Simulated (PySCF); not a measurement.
PySCF input for HfFH3, SMILES [F][HfH3], multiplicity 1, TDDFT-PBE/def2-TZVPD. Geometry: r2SCAN-D4/def2-TZVP. The spin state was assumed, not searched. The structure was generated by enumeration; whether it is a known compound was not checked. The def2 effective core potentials stand for the cores of Hf; spin–orbit coupling is left out.

```python
import numpy as np
from pyscf import gto, scf, dft, tdscf

mol = gto.M(
    atom='''
    Hf    0.00000000   -0.00000000   -0.18078339
    F     0.00000000   -0.00000000    1.69915237
    H     1.52292445   -0.87926084   -0.75865568
    H     0.00000000    1.75852168   -0.75865568
    H    -1.52292446   -0.87926084   -0.75865568
    ''',
    basis='def2-TZVPD',
    ecp={'Hf': 'def2-tzvp'},
    charge=0,
    spin=0,
    symmetry=True,
    max_memory=1600,
    verbose=4,
)
mf = dft.RKS(mol, xc='pbe').density_fit(auxbasis='def2-universal-jkfit')
mf.grids.level = 3
mf.conv_tol = 1e-9
mf.max_cycle = 100
mf.kernel()
mf.grids = dft.Grids(mol).set(level=1).build(with_non0tab=True)  # coarser grid for the response kernel
td = tdscf.TDDFT(mf)
td.singlet = True
td.nstates = 10
td.conv_tol = 1e-4
td.positive_eig_threshold = 1e-6
td.kernel(x0=td.get_init_guess(mf, 15))
td.analyze()
tt = tdscf.TDA(mf)
tt.singlet = False
tt.nstates = 4
tt.conv_tol = 1e-4
tt.positive_eig_threshold = 1e-6
tt.kernel(x0=tt.get_init_guess(mf, 9))
tt.analyze(verbose=3)
```

Program output:

```
PySCF version 2.14.0

[INPUT] verbose = 4
[INPUT] num. atoms = 5
[INPUT] num. electrons = 24
[INPUT] charge = 0
[INPUT] spin (= nelec alpha-beta = 2S) = 0
[INPUT] symmetry True subgroup None
[INPUT] Mole.unit = angstrom
[INPUT] Symbol           X                Y                Z      unit          X                Y                Z       unit  Magmom
[INPUT]  1 Hf     0.000000000000   0.000000000000  -0.180783390000 AA    0.000000000000   0.000000000000  -0.341631094970 Bohr   0.0
[INPUT]  2 F      0.000000000000   0.000000000000   1.699152370000 AA    0.000000000000   0.000000000000   3.210932623206 Bohr   0.0
[INPUT]  3 H      1.522924450000  -0.879260840000  -0.758655680000 AA    2.877910118904  -1.661562179655  -1.433651458046 Bohr   0.0
[INPUT]  4 H      0.000000000000   1.758521680000  -0.758655680000 AA    0.000000000000   3.323124359310  -1.433651458046 Bohr   0.0
[INPUT]  5 H     -1.522924460000  -0.879260840000  -0.758655680000 AA   -2.877910137801  -1.661562179655  -1.433651458046 Bohr   0.0

nuclear repulsion = 45.9412636568074
point group symmetry = C3v, use subgroup Cs
symmetry origin: [-2.24967399e-10  0.00000000e+00  4.72431531e-09]
symmetry axis x: [-6.70941689e-10  1.00000000e+00 -6.81340501e-17]
symmetry axis y: [2.98386175e-10 6.83342498e-17 1.00000000e+00]
symmetry axis z: [ 1.00000000e+00  6.70941689e-10 -2.98386175e-10]
num. orbitals of irrep A' = 72
num. orbitals of irrep A" = 38
number of shells = 44
number of NR pGTOs = 153
number of NR cGTOs = 110
basis = def2-TZVPD
ecp = {'Hf': 'def2-tzvp'}


[settings echo left out]
init E= -130.056320453588
HOMO (A') = -0.457339007209058  LUMO (A") = -0.313541817122144  gap/eV = 3.91292
cycle= 1 E= -149.551291159033  delta_E= -19.5  |g|= 0.635  |ddm|= 11.8
HOMO (A") = -0.202765454063575  LUMO (A") = -0.0288284388285847  gap/eV = 4.73307
cycle= 2 E= -149.318583478158  delta_E= 0.233  |g|= 1.36  |ddm|= 1.72
HOMO (A") = -0.234308461511923  LUMO (A") = -0.0689433283005152  gap/eV = 4.49981
cycle= 3 E= -149.624464597417  delta_E= -0.306  |g|= 0.309  |ddm|= 0.668
HOMO (A") = -0.261825637582048  LUMO (A") = -0.110787645420688  gap/eV = 4.10995
cycle= 4 E= -149.647635142604  delta_E= -0.0232  |g|= 0.0666  |ddm|= 0.393
HOMO (A") = -0.265839779086129  LUMO (A") = -0.107096571320197  gap/eV = 4.31962
cycle= 5 E= -149.648893134979  delta_E= -0.00126  |g|= 0.021  |ddm|= 0.0837
HOMO (A") = -0.263884153486902  LUMO (A") = -0.106328319245647  gap/eV = 4.28731
cycle= 6 E= -149.649007424598  delta_E= -0.000114  |g|= 0.00393  |ddm|= 0.0151
HOMO (A") = -0.26362237002714  LUMO (A") = -0.106309709524746  gap/eV = 4.28070
cycle= 7 E= -149.649010601753  delta_E= -3.18e-06  |g|= 0.00068  |ddm|= 0.00301
HOMO (A") = -0.263652341726041  LUMO (A") = -0.106322302781336  gap/eV = 4.28117
cycle= 8 E= -149.649010687516  delta_E= -8.58e-08  |g|= 5.69e-05  |ddm|= 0.000389
HOMO (A") = -0.263653076999656  LUMO (A") = -0.106322322829884  gap/eV = 4.28119
cycle= 9 E= -149.649010688019  delta_E= -5.03e-10  |g|= 1.25e-05  |ddm|= 4.45e-05
HOMO (A") = -0.263650568019184  LUMO (A") = -0.106319594325298  gap/eV = 4.28119
Extra cycle  E= -149.6490106879  delta_E= 1.18e-10  |g|= 3.06e-05  |ddm|= 2.14e-05
converged SCF energy = -149.6490106879
tot grids = 21560
Overwritten attributes  positive_eig_threshold  of <class 'pyscf.tdscf.rks.CasidaTDDFT'>


******** <class 'pyscf.tdscf.rks.CasidaTDDFT'> for <class 'pyscf.df.df_jk.DFSymAdaptedRKS'> ********
nstates = 10 singlet
deg_eia_thresh = 1.000e-03
wfnsym = None
conv_tol = 0.0001
eigh lindep = 1e-12
eigh level_shift = 0
eigh max_cycle = 100


Excitation energies (eV)
[4.28564236 4.35084087 4.35123928 4.54296157 5.21863612 5.21926533
 5.55070619 5.70011015 5.70011442 5.79324852]

** Singlet excitation energies and oscillator strengths **
Excited State   1:   A"      4.28564 eV    289.30 nm  f=0.0000
      11 -> 13       -0.50236
      12 -> 14        0.49706
Excited State   2:   A"      4.35084 eV    284.97 nm  f=0.0002
      11 -> 13        0.49539
      12 -> 14        0.50069
Excited State   3:   A'      4.35124 eV    284.94 nm  f=0.0002
      11 -> 14       -0.49815
      12 -> 13        0.49791
Excited State   4:   A'      4.54296 eV    272.91 nm  f=0.0145
      11 -> 14       -0.49359
      12 -> 13       -0.49381
Excited State   5:   A"      5.21864 eV    237.58 nm  f=0.0005
      10 -> 13        0.22283
      12 -> 15       -0.66938
Excited State   6:   A'      5.21927 eV    237.55 nm  f=0.0005
      10 -> 14        0.22290
      11 -> 15       -0.66933
Excited State   7:   A"      5.55071 eV    223.37 nm  f=0.0000
      11 -> 17       -0.49986
      12 -> 16        0.49961
Excited State   8:   A'      5.70011 eV    217.51 nm  f=0.0594
      10 -> 14        0.54862
      10 -> 16       -0.12686
      11 -> 15        0.16591
      11 -> 16        0.27357
      12 -> 17       -0.27333
Excited State   9:   A"      5.70011 eV    217.51 nm  f=0.0595
      10 -> 13        0.54786
      10 -> 17       -0.12693
      11 -> 17       -0.27383
      12 -> 15        0.16562
      12 -> 16       -0.27477
Excited State  10:   A'      5.79325 eV    214.01 nm  f=0.0002
      10 -> 14        0.37037
      11 -> 15        0.15183
      11 -> 16       -0.40897
      12 -> 17        0.40936

** Transition electric dipole moments (AU) **
state          X           Y           Z        Dip. S.      Osc.
  1         0.0000      0.0000      0.0000      0.0000      0.0000
  2        -0.0386      0.0000      0.0000      0.0015      0.0002
  3        -0.0000     -0.0388      0.0001      0.0015      0.0002
  4         0.0000     -0.0000      0.3612      0.1304      0.0145
  5        -0.0626     -0.0000      0.0000      0.0039      0.0005
  6        -0.0000     -0.0628     -0.0002      0.0039      0.0005
  7         0.0007      0.0000      0.0000      0.0000      0.0000
  8        -0.0000      0.6523      0.0000      0.4255      0.0594
  9         0.6525      0.0000      0.0000      0.4258      0.0595
 10        -0.0000     -0.0400      0.0001      0.0016      0.0002

WARN: ECP detected. Skipping calculation of transition velocity and magnetic dipole moments, which have not yet been implemented.

Overwritten attributes  positive_eig_threshold  of <class 'pyscf.tdscf.rks.TDA'>


******** <class 'pyscf.tdscf.rks.TDA'> for <class 'pyscf.df.df_jk.DFSymAdaptedRKS'> ********
nstates = 4 triplet
deg_eia_thresh = 1.000e-03
wfnsym = None
conv_tol = 0.0001
eigh lindep = 1e-12
eigh level_shift = 0
eigh max_cycle = 100


Excitation energies (eV)
[3.91017135 3.925713   3.92643966 3.97102848]

** Triplet excitation energies and oscillator strengths **
Excited State   1:   A"      3.91017 eV    317.08 nm  f=0.0000
Excited State   2:   A"      3.92571 eV    315.83 nm  f=0.0000
Excited State   3:   A'      3.92644 eV    315.77 nm  f=0.0000
Excited State   4:   A'      3.97103 eV    312.22 nm  f=0.0000
```

The run converged.
